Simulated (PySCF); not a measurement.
## 3-chloro-1,2-benzisothiazole (SMILES Clc1nsc2ccccc12)

Geometry:
```
atom   x (Å)   y (Å)   z (Å)
 Cl1   3.132  -1.691   0.208
  C2   2.199  -0.302  -0.103
  N3   2.776   0.802  -0.462
  S4   1.697   2.013  -0.711
  C5   0.322   1.021  -0.316
  C6  -1.029   1.338  -0.291
  C7  -1.917   0.346   0.064
  C8  -1.479  -0.942   0.389
  C9  -0.142  -1.264   0.366
 C10   0.774  -0.273   0.009
 H11  -1.364   2.332  -0.543
 H12  -2.974   0.564   0.092
 H13  -2.206  -1.691   0.662
 H14   0.210  -2.253   0.615
```

Method used: PySCF, GIAO B3LYP/pcSseg-1 magnetisability, rotational g tensor and spin-rotation constants, non-relativistic, gas phase. Geometry: GFN2-xTB.

(1) How diamagnetic is it, and how anisotropic?

(2) Split it along the inertial axes a, b, c into diamagnetic and paramagnetic parts about the centre of mass, with the quadrupole moment.

(3) And the rotational g tensor?

Answers

(1) Isotropic -1716 × 10⁻³⁰ J/T², or -103.3 × 10⁻⁶ cm³/mol; principal values -2810, -1217, -1122 × 10⁻³⁰ J/T², anisotropy 1642 × 10⁻³⁰ J/T² (root of half the summed squared differences of the principal values). The susceptibility is in cgs units.

(2) 
| axis | χ (10⁻⁶ cm³/mol) | diamagnetic (10⁻⁶ cm³/mol) | paramagnetic (10⁻⁶ cm³/mol) | summed x² of all electrons (Å²) | quadrupole Θ (D Å) |
| --- | --- | --- | --- | --- | --- |
| a | -73.2 | -835.8 | 762.6 | 296.5 | +2.49 |
| b | -67.6 | -1323.5 | 1255.8 | 181.5 | +4.44 |
| c | -169.2 | -2027.8 | 1858.6 | 15.5 | -6.93 |

Anisotropies 2χaa − χbb − χcc = +90.4 and 2χbb − χaa − χcc = +107.1 × 10⁻⁶ cm³/mol. Θ is traceless in Buckingham's convention.

(3) 
```
axis  rotational constant (GHz)        g  nuclear part  electronic part
   a                     1.5857  -0.0384        0.5297          -0.5681
   b                     0.9366  -0.0256        0.5270          -0.5526
   c                     0.5888  +0.0138        0.5280          -0.5141
```
Asymmetric top; isotopes 12C, 35Cl, 1H, 14N, 32S; no vibrational averaging.
